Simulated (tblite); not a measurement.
Species: C₆H₅F₃O.
Atom-mapped SMILES: `[CH2:1]=[CH:2][CH2:3][C:4](=[C:5]=[O:6])[C:7]([F:8])([F:9])[F:10]` (hydrogens: H11, H12 on C1; H13 on C2; H14, H15 on C3)

Computed with GFN2-xTB (tblite), gas phase: nudged elastic band of 9 images (0 to 8), spring 0.2 eV/Å², climbing image at the end, force threshold 0.05 eV/Å. No saddle search or frequency run followed, so the top image need not be a first-order saddle, and its height can exceed the method's true barrier by a kcal/mol or more.

Path: rotation about C4–C7 (outer carbon of cumulated double bonds, CF3 carbon), followed by the dihedral C3–C4–C7–F10, from -40° to 80°. Start geometry (image 0):
```
atom  x, y, z in Å
C1      2.137   -0.456   -0.759
C2      1.446    0.163    0.180
C3      0.256    1.032   -0.102
C4     -1.013    0.360    0.413
C5     -1.646    0.813    1.456
O6     -2.185    1.280    2.365
C7     -1.417   -0.915   -0.252
F8     -2.712   -1.209   -0.060
F9     -0.724   -1.983    0.193
F10    -1.223   -0.877   -1.576
H11     1.885   -0.361   -1.802
H12     2.981   -1.080   -0.523
H13     1.698    0.049    1.225
H14     0.363    1.997    0.396
H15     0.150    1.194   -1.176
```

The first guess turns that dihedral rigidly in even steps and adds one set of random displacements (0.04 Å standard deviation a coordinate) to every inner image. Energies of the images above image 0 (eV) in the early part of the optimisation:

```json
{"iteration": "0", "1": "1.454", "2": "1.465", "3": "1.488", "4": "1.509", "5": "1.509", "6": "1.491", "7": "1.482", "8": "0.000"}
{"iteration": "10", "1": "0.079", "2": "0.100", "3": "0.129", "4": "0.151", "5": "0.144", "6": "0.110", "7": "0.078", "8": "0.000"}
{"iteration": "20", "1": "0.017", "2": "0.036", "3": "0.063", "4": "0.082", "5": "0.077", "6": "0.049", "7": "0.020", "8": "0.000"}
{"iteration": "30", "1": "0.013", "2": "0.032", "3": "0.059", "4": "0.078", "5": "0.073", "6": "0.045", "7": "0.017", "8": "0.000"}
{"iteration": "40", "1": "0.009", "2": "0.029", "3": "0.055", "4": "0.073", "5": "0.068", "6": "0.041", "7": "0.014", "8": "0.000"}
```

**Question.** Where does the band end, and how far was the first guess from it?

**Answer.** Final energies, images 1 to 8: 0.007, 0.024, 0.044, 0.054, 0.049, 0.030, 0.009, 0.000 eV. The highest point drops from 1.51 eV (image 4) to 0.054 eV (image 4), by 1.46 eV. Image 4 moved by 0.07 Å rms, its dihedral from 14° to 21°. The end images are fixed. The true force on the top image ends at 0.049 eV/Å, and the largest on any image at 0.05 eV/Å; away from the top, the method drives only the force across the path to zero. The last saved iteration is 60.

What follows is the cost of the whole band run. Hardware: Arm Neoverse V1, one thread, no GPU (shared host). Cost: 3.8 s wall, 0.18 GiB resident at most.
